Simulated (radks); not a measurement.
Results of a calculation; reference values are marked as such.
Question: Ho+, configuration [Xe] 4f11 6s1. Code: a radial shooting solver on a logarithmic mesh with Libxc functionals. Model: Dirac Kohn-Sham, PBE, spin-unpolarised, spherical densities, finite nucleus; open shells are shared between the two j in proportion to 2j + 1; Fermi nuclear charge, rms radius 5.2022 fm. Some entries of the table are withheld. Estimate them.

orbital     occ.  eigenvalue (eV)  <1/r> (bohr^-1)
1s1/2          2        -55430.14            76.04
2s1/2          2        -9272.142            18.25
2p1/2          2        -8826.195            18.23
2p3/2          4        -7969.279            15.88
3s1/2          2        -2075.845              (1)
3p1/2          2        -1880.533            6.590
3p3/2          4        -1701.546            5.993
3d3/2          4        -1366.401            5.876
3d5/2          6        -1327.294            5.730
4s1/2          2        -415.2042            2.791
4p1/2          2        -337.6189            2.682
4p3/2          4        -297.4862            2.476
4d3/2          4        -169.7119            2.255
4d5/2          6        -162.4308            2.204
5s1/2          2         -56.8407            1.043
5p1/2          2         -35.9854           0.9133
5p3/2          4         -30.9718           0.8399
4f5/2    4.71429         -10.1896              (2)
4f7/2    6.28571          -9.2117              (3)
6s1/2          1          -8.9491           0.3421

Answer: 
(1) 3s1/2 <1/r> (bohr^-1): 6.674
(2) 4f5/2 <1/r> (bohr^-1): 1.615
(3) 4f7/2 <1/r> (bohr^-1): 1.587
